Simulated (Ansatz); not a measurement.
System: HgI, charge 0, multiplicity 2. The spin state was set by rule; other spins were not relaxed. 
Coordinates optimised at B3LYP-D3(BJ)/def2-TZVP (Ansatz, a program for electronic structure):
```
Hg
I 1 2.8364
```
Charge 0, spin multiplicity 2.

Property: atomisation energy (electronic, to ground-state atoms), in kcal/mol. Valence correlation only, unless marked. UHF or UKS for open shells. Spin-orbit coupling is left out. Frozen are the shells of the preceding noble gas and the d and f shells that filled before the atom's block. Past Kr the def2 sets carry scalar-relativistic core potentials. The coupled-cluster limit lacks core correlation, which all-electron functionals hold. CBS(X,Y): correlation extrapolated as X^-3; Hartree-Fock from the larger set.

```json
[
 {"level": "PBE-D3(BJ)/def2-TZVPD", "program": "Ansatz + dftd3", "atomisation energy (kcal/mol)": "…"},
 {"level": "BLYP/def2-TZVPD", "program": "Ansatz", "atomisation energy (kcal/mol)": "10.6"},
 {"level": "r2SCAN-D3(BJ)/def2-TZVPD", "program": "Ansatz + dftd3", "atomisation energy (kcal/mol)": "17.0"},
 {"level": "B3LYP/def2-TZVPD", "program": "Ansatz", "atomisation energy (kcal/mol)": "11.2"},
 {"level": "PBE0/def2-TZVP", "program": "Ansatz", "atomisation energy (kcal/mol)": "15.1"},
 {"level": "wB97X-V/def2-TZVPD", "program": "Ansatz", "atomisation energy (kcal/mol)": "…"},
 {"level": "B2GP-PLYP/def2-TZVPD", "program": "Ansatz", "atomisation energy (kcal/mol)": "…"},
 {"level": "RPA@PBE/def2-QZVPP", "program": "Ansatz", "atomisation energy (kcal/mol)": "…"},
 {"level": "SCS-MP2/def2-SVP", "program": "Ansatz", "atomisation energy (kcal/mol)": "0.5"},
 {"level": "SCS-MP2/def2-SVPD", "program": "Ansatz", "atomisation energy (kcal/mol)": "2.6"},
 {"level": "SCS-MP2/def2-QZVPP", "program": "Ansatz", "atomisation energy (kcal/mol)": "5.5"},
 {"level": "CCSD(T)/CBS(def2-TZVPPD,def2-QZVPPD)", "program": "Ansatz", "atomisation energy (kcal/mol)": "12.8"}
]
```

**Question.** What belongs in the gaps?

**Answer.** 
- PBE-D3(BJ)/def2-TZVPD, atomisation energy (kcal/mol): 16.5
- wB97X-V/def2-TZVPD, atomisation energy (kcal/mol): 14.2
- B2GP-PLYP/def2-TZVPD, atomisation energy (kcal/mol): 10.9
- RPA@PBE/def2-QZVPP, atomisation energy (kcal/mol): 5.3
